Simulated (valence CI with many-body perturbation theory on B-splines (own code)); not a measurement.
**Ce XVII: E2, M1 decay**

Calculated by valence CI with perturbative core correlation (CI+MBPT): six valence electrons over a frozen Dirac-Fock core [Kr], a basis of 7 s, 7 p, 8 d, 6 f, 4 g, 1 h functions for each j, with the one-electron correlation potential Σ1, the two-electron term Σ2, the three-electron term Σ3, Breit, model QED; selected CI, second order for the rest, scaled by the run's own slope (own B-spline code, finite nucleus).

No measured spectrum was set against this ion. As an estimate, terms of the open shell hold to 2 to 4 % of their energy, and close levels can change places. Core correlation moves these levels by up to 10000 cm⁻¹, and in measured spectra 5 to 20 % of such shifts remained as error; rates that hang on mixing are uncertain with them. Among the levels kept, up to 1100 cm⁻¹ of a level comes from second order outside the variational space, and about a tenth of that is noise between levels of different J, which matters for small intervals. Only levels of the ground parity were solved; by the run's estimate the other parity begins above the list, which can be wrong where configurations are misplaced.

Lines 1 to 50 of 119 in falling wavelength, among levels below 26.926 eV, chosen from the decays that carry over 1 % of a level's rate. Wavelengths and rates use the calculated energies, so an error of 2000 cm⁻¹ moves a line at 999.4 nm by 20 % and its rate by three times that or more. Electric multipoles are in the length gauge, E1 and E2 with the static RPA response of the core. Weak lines are less certain than strong ones. Lines between different terms over intervals too small for the method are left out, as are lines whose strength nearly cancels. Where a level lies close to another of its J and parity, the split of strength between their lines is uncertain.

Names give the largest LS component (configuration and term), which can be under half, so a name can repeat, a term be missing and a line seem to break the LS rules; names also repeat where a configuration has a term twice. Letters in brackets count levels of one name in rising energy.

| λ vac (nm) | Upper | Lower | Type | A (s⁻¹) | Branch % |
| --- | --- | --- | --- | --- | --- |
| 1853 | 4d6 5D_3 | 4d6 5D_2 [a] | M1 | 3.81e+00 | 1.9 |
| 1357 | 4d6 3H_5 | 4d6 3H_4 [b] | M1 | 5.86e+00 | 1.3 |
| 1031 | 4d6 3G_3 | 4d6 3G_4 | M1 | 1.77e+01 | 3.2 |
| 999.4 | 4d6 3G_5 | 4d6 3H_4 [a] | M1 | 1.18e+01 | 17.5 |
| 938.4 | 4d6 3P_0 [a] | 4d6 3D_1 | M1 | 1.21e+01 | 4.2 |
| 810.5 | 4d6 3P_1 [a] | 4d6 3P_0 [a] | M1 | 1.20e+01 | 1.1 |
| 794.8 | 4d6 5D_0 | 4d6 5D_2 [a] | E2 | 1.97e-03 | 100.0 |
| 774.3 | 4d6 5D_1 | 4d6 5D_2 [a] | M1 | 1.24e+02 | 100.0 |
| 752.0 | 4d6 3H_4 [b] | 4d6 3F_3 [a] | M1 | 1.75e+01 | 2.2 |
| 746.6 | 4d6 5D_2 [a] | 4d6 5D_4 | E2 | 8.21e-04 | 100.0 |
| 725.2 | 4d6 3D_1 | 4d6 3F_2 [a] | M1 | 1.27e+01 | 2.3 |
| 674.3 | 4d6 1F_3 | 4d6 3G_4 | M1 | 8.92e+00 | 2.1 |
| 595.6 | 4d6 3D_2 | 4d6 3F_2 [a] | M1 | 1.96e+01 | 6.0 |
| 591.3 | 4d6 3H_4 [a] | 4d6 5D_3 | M1 | 8.93e+00 | 1.9 |
| 577.0 | 4d6 1D_2 [a] | 4d6 3G_3 | M1 | 1.13e+01 | 1.2 |
| 538.0 | 4d6 3D_2 | 4d6 3F_3 [a] | M1 | 4.40e+01 | 13.5 |
| 532.2 | 4d6 5D_3 | 4d6 5D_4 | M1 | 1.98e+02 | 98.1 |
| 525.6 | 4d6 3D_1 | 4d6 5D_2 [b] | M1 | 1.03e+02 | 18.5 |
| 515.9 | 4d6 3F_3 [a] | 4d6 3H_4 [a] | M1 | 7.67e+01 | 15.4 |
| 512.1 | 4d6 3F_4 | 4d6 1G_4 [a] | M1 | 1.59e+01 | 1.0 |
| 505.0 | 4d6 1F_3 | 4d6 3H_4 [b] | M1 | 7.67e+00 | 1.8 |
| 500.1 | 4d6 3P_1 [a] | 4d6 3D_2 | M1 | 1.25e+02 | 11.8 |
| 467.6 | 4d6 1G_4 [a] | 4d6 3D_3 | M1 | 1.43e+01 | 1.9 |
| 454.0 | 4d6 3D_2 | 4d6 5D_2 [b] | M1 | 3.70e+00 | 1.1 |
| 449.5 | 4d6 1D_2 [a] | 4d6 3D_3 | M1 | 3.45e+01 | 3.6 |
| 441.0 | 4d6 3H_4 [b] | 4d6 3G_5 | M1 | 3.15e+01 | 4.0 |
| 434.9 | 4d6 3P_1 [a] | 4d6 3D_1 | M1 | 1.12e+02 | 10.6 |
| 433.9 | 4d6 3D_3 | 4d6 3F_3 [a] | M1 | 2.04e+01 | 2.2 |
| 428.8 | 4d6 3P_1 [a] | 4d6 1S_0 [a] | M1 | 4.07e+01 | 3.9 |
| 420.8 | 4d6 1G_4 [a] | 4d6 3H_5 | M1 | 1.31e+01 | 1.7 |
| 394.6 | 4d6 5D_2 [b] | 4d6 5D_1 | M1 | 2.01e+02 | 20.6 |
| 382.3 | 4d6 1G_4 [a] | 4d6 3G_4 | M1 | 4.45e+01 | 5.8 |
| 382.2 | 4d6 3G_3 | 4d6 3F_2 [a] | M1 | 8.34e+01 | 14.9 |
| 377.6 | 4d6 3D_3 | 4d6 5D_2 [b] | M1 | 1.81e+02 | 19.6 |
| 374.4 | 4d6 1D_2 [a] | 4d6 3D_2 | M1 | 9.71e+00 | 1.0 |
| 361.7 | 4d6 3G_4 | 4d6 3G_5 | M1 | 1.88e+02 | 38.8 |
| 357.6 | 4d6 3G_3 | 4d6 3F_3 [a] | M1 | 2.10e+02 | 37.6 |
| 349.5 | 4d6 3P_1 [b] | 4d6 3P_0 [a] | M1 | 1.74e+02 | 5.9 |
| 339.2 | 4d6 3H_5 | 4d6 3H_6 | M1 | 2.85e+02 | 61.4 |
| 336.6 | 4d6 1D_2 [a] | 4d6 3D_1 | M1 | 4.82e+01 | 5.0 |
| 332.8 | 4d6 3H_5 | 4d6 3G_5 | M1 | 1.53e+02 | 32.8 |
| 327.0 | 4d6 3F_2 [a] | 4d6 5D_1 | M1 | 1.56e+01 | 2.4 |
| 324.0 | 4d6 3F_4 | 4d6 1F_3 | M1 | 1.04e+02 | 6.7 |
| 321.2 | 4d6 1G_4 [a] | 4d6 3H_4 [b] | M1 | 1.35e+02 | 17.6 |
| 319.9 | 4d6 3F_2 [b] | 4d6 1F_3 | M1 | 3.45e+02 | 24.2 |
| 319.5 | 4d6 1F_3 | 4d6 3F_2 [a] | M1 | 1.21e+01 | 2.9 |
| 318.5 | 4d6 3G_3 | 4d6 5D_2 [b] | M1 | 3.82e+01 | 6.8 |
| 306.0 | 4d6 3H_4 [b] | 4d6 3H_4 [a] | M1 | 5.78e+02 | 74.1 |
| 304.3 | 4d6 5D_2 [b] | 4d6 5D_3 | M1 | 6.28e+02 | 64.3 |
| 302.1 | 4d6 1F_3 | 4d6 3F_3 [a] | M1 | 2.16e+01 | 5.1 |
